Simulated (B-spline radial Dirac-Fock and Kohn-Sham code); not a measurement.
## Zn⁷⁺: photoemission with 600 eV photons

System: the Zn⁷⁺ ion in the configuration [Ar] 3d5.

The run's input, task.json:

```json
{"items": [{
  "Z": 30,
  "q": 7,
  "cfg": [[1, 0, 2], [2, 0, 2], [2, 1, 6], [3, 0, 2], [3, 1, 6], [3, 2, 5]],
  "A": 64,
  "rrms": 3.9283,
  "do": ["binding", "quiet", "photo"],
  "hv": [40.81, 80, 134.0, 140.0, 215.0, 319.0, 600, 2984.4, 6510.0, 8047.8, 17479.3, 30000, 30800.0, 40000, 116000.0, 187000.0]
}]}
```

Command: `python xray_run.py task.json out`

Calculated with a B-spline atomic structure program, using a relativistic central-field model (Hartree-Slater potential of the initial state, Latter tail, multipole expansion of the photon field, Dirac-Fock thresholds). The asymmetry parameter β is from the dipole term alone. Kinetic energies are from the vacuum level. Open shells are spread statistically over j, without multiplet splitting.

The last column is dσ/dΩ = σ/(4π) · [1 + β P₂(cos θ)] at θ = 90° from the polarisation vector of linearly polarised light.

```csv
subshell,electrons,binding (eV),kinetic (eV),σ (kb),β,dσ/dΩ (kb/sr)
3s,2,304.5,295.5,80.4,2.00,≈ 0
3p1/2,2,251.9,348.1,103,1.61,1.61
3p3/2,4,248.3,351.7,?,?,?
3d3/2,2,169.0,431.0,63.2,1.24,1.91
3d5/2,3,168.4,431.6,93.3,1.23,2.85
```

**Question.** What are σ and β for 3p3/2?

**Answer.** σ = 205 kb, the largest of all subshells and 38 % of the total, and β = 1.62, which gives dσ/dΩ = 3.14 kb/sr.
